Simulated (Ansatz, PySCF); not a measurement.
Gas-phase reaction (SMILES): C=CC[Se]C=C [3-ethenylselanylprop-1-ene] + 7 [H][H] (H2) -> 5 C (CH4) + [SeH2] (H2Se); energy of full hydrogenation.

Structures are relaxed separately at B3LYP-D3(BJ)/def2-TZVP in Ansatz (a quantum-chemistry and plane-wave program), one conformer each, not searched for the lowest. Cores are frozen in the correlated levels unless marked. Spin-orbit coupling is left out. Frozen are the shells of the preceding noble gas and the d and f shells that filled before the atom's block. Non-relativistic. CBS marks a two-point X^-3 extrapolation of the correlation energy; Hartree-Fock from the larger set. Thermal terms are rigid-rotor harmonic-oscillator values from B3LYP-D3(BJ) frequencies (Ansatz or PySCF) at 298.15 K and 1 atm. 1 Eh = 627.5095 kcal/mol.

```csv
species,"E, CCSD(T)/CBS(cc-pVTZ,cc-pVQZ) (Ansatz) (Eh)","E, PBE0-D4/def2-TZVPD (Ansatz + dftd4) (Eh)",H - E (Eh)
C=CC[Se]C=C,-2595.09273,-2596.39748,0.12192
[H][H] (H2),-1.17450,-1.16831,0.01336
C (CH4),-40.45816,-40.47492,0.04840
[SeH2] (H2Se),-2401.27457,-2402.46339,0.01725
```

Work out ΔE and ΔH at 298.15 K at the first level, then ΔH at the second.


1. ΔE = [5×(-40.45816) + (-2401.27457)] - [(-2595.09273) + 7×(-1.17450)] = -0.25114 Eh = -157.6 kcal/mol at CCSD(T)/CBS(cc-pVTZ,cc-pVQZ).
2. The terms H - E add up to 0.04381 Eh, so ΔH = (-0.25114 + (0.04381))×627.5095 = -130.1 kcal/mol.
3. At PBE0-D4/def2-TZVPD the same steps give ΔE = -164.6 and ΔH = -137.1 kcal/mol, a shift of -7.0 from the first level.
4. These values are not checked against measurement here, since the tables used lack a sound gas-phase enthalpy of formation for at least one species.
